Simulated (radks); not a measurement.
Q: Cs47+, 8 electrons, occupied as [He] 2s2 2p4 (the NIST ground configuration). Method: non-relativistic Kohn-Sham, LDA (Slater exchange, Perdew-Wang correlation), spin-unpolarised, spherical densities, point nucleus; relativity is left out, which matters for an element this heavy; computed with a radial shooting solver on a logarithmic mesh with Libxc functionals. Some entries of the table are withheld. Estimate them.

orbital,occ.,eigenvalue (hartree),r(max) (bohr),<r^2> (bohr^2)
1s,2,-1393.306,0.01830,0.001018
2s,2,(1),0.09911,0.01542
2p,4,(2),0.07697,(3)
3s,0,-132.7829,0.2560,0.08082
3p,0,-130.2003,(4),(5)

A: 
(1) 2s eigenvalue (hartree): -313.2214
(2) 2p eigenvalue (hartree): -305.5575
(3) 2p <r^2> (bohr^2): 0.01139
(4) 3p r(max) (bohr): 0.2390
(5) 3p <r^2> (bohr^2): 0.07263
